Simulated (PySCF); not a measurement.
This PySCF input asks for the NMR shieldings of SMILES O1[C@H](C#N)CCC=C1, C6H7NO; the geometry comes from GFN2-xTB.

```python
import basis_set_exchange as bse
import numpy as np
from pyscf import gto, dft
from pyscf.prop import nmr

atoms = """
N     2.152301    0.805182   -1.824755
C     1.648580    0.769018   -0.799970
C     0.978648    0.716713    0.492109
C     0.560930   -0.731260    0.793125
C    -0.441289   -1.187317   -0.265901
C    -1.472648   -0.115209   -0.458958
C    -1.264758    1.133424   -0.067387
O    -0.124749    1.607432    0.511546
H     1.674339    1.093979    1.254311
H     0.092380   -0.749117    1.779213
H     1.443639   -1.371406    0.809862
H    -0.923259   -2.115431    0.048014
H     0.072806   -1.386597   -1.212191
H    -2.405636   -0.384038   -0.923156
H    -1.995696    1.922616   -0.157772
"""
names = dict.fromkeys(["N", "C", "O", "H"], "pcSseg-1")
basis = {el: gto.basis.parse(bse.get_basis(n, elements=[el], fmt="nwchem")) for el, n in names.items()}
mol = gto.M(atom=atoms, basis=basis, charge=0, verbose=0)
mf = dft.RKS(mol, xc="PBE0")
mf.grids.level = 2
mf.grids.alignment = dft.numint.BLKSIZE   # the property module wants whole blocks of grid points
mf.conv_tol = 1e-9
mf.kernel()

calc = nmr.RKS(mf)   # GIAO
C = mf.mo_coeff
Co = C[:, mf.mo_occ > 0]
resp = mf.gen_response(singlet=True, hermi=2)
def vind(x):   # induced exchange potential for any number of trial vectors
    d = np.einsum("pi,xij,qj->xpq", C, 2 * x.reshape(-1, C.shape[1], Co.shape[1]), Co, optimize=True)
    return np.einsum("xpq,pi,qj->xij", resp(d - d.transpose(0, 2, 1)), C, Co, optimize=True).ravel()
mo1, _ = nmr.rhf.solve_mo1(calc, with_cphf=vind)
sigma = calc.kernel(mo1)
for i, s in enumerate(sigma):   # ppm
    w = np.linalg.eigvalsh((s + s.T) / 2)
    print("%2d %-2s iso %8.1f  s11 %8.1f  s22 %8.1f  s33 %8.1f" % (i, mol.atom_pure_symbol(i), w.mean(), *w))
```

Question: What are the results?

Answer: 
```
 0 N  iso    -38.9  s11   -209.8  s22   -188.5  s33    281.5
 1 C  iso     64.2  s11    -53.9  s22    -47.7  s33    294.1
 2 C  iso    124.1  s11    104.1  s22    114.8  s33    153.3
 3 C  iso    158.3  s11    148.2  s22    155.6  s33    170.9
 4 C  iso    166.3  s11    154.1  s22    166.5  s33    178.4
 5 C  iso     79.9  s11    -19.1  s22     94.2  s33    164.6
 6 C  iso     37.1  s11    -68.2  s22     68.7  s33    110.7
 7 O  iso    219.3  s11    134.7  s22    200.0  s33    323.3
 8 H  iso     26.8  s11     23.8  s22     25.0  s33     31.7
 9 H  iso     29.7  s11     25.6  s22     27.4  s33     36.2
10 H  iso     29.9  s11     26.3  s22     27.4  s33     35.9
11 H  iso     29.7  s11     24.9  s22     27.4  s33     36.7
12 H  iso     28.9  s11     25.5  s22     26.7  s33     34.6
13 H  iso     26.7  s11     24.2  s22     27.2  s33     28.6
14 H  iso     25.2  s11     22.0  s22     25.9  s33     27.5
```

These numbers come from an equivalent density-fitted implementation of the same equations, which agrees with the script to about 0.01 ppm for H and up to a few tenths of a ppm for heavy atoms, so last digits may differ.

Question: Turn these shieldings into chemical shifts. Referencing at the same level of theory: ¹⁵N (σ = 267.73 ppm) vs NH3; TMS for ¹³C (σ = 186.93 ppm), ¹H (σ = 31.72 ppm); ¹⁷O (σ = 336.08 ppm) against H2O.

Answer: Averaging equivalent atoms: N 0: 306.7; C 6: 149.9; C 1: 122.7; C 5: 107.0; C 2: 62.8; C 3: 28.7; C 4: 20.6; O 7: 116.8; H 14: 6.55; H 13: 5.06; H 8: 4.90; H 12: 2.79; H 11: 2.03; H 9: 2.01; H 10: 1.84 ppm. Experimental scales use liquid or dissolved standards, which lie at an offset from isolated NH3 (liquid NH3: subtract about 20 ppm) and H2O (liquid H2O: subtract about 36 ppm). Unscaled 15N shifts of sp2 nitrogen often come out too high even then, by a few to some tens of ppm.

Size and cost of the density-fitted run: 171 basis functions, 14 s wall time on 1 thread of an AMD EPYC 9R45 96-Core, shared host; peak memory 0.77 GiB.
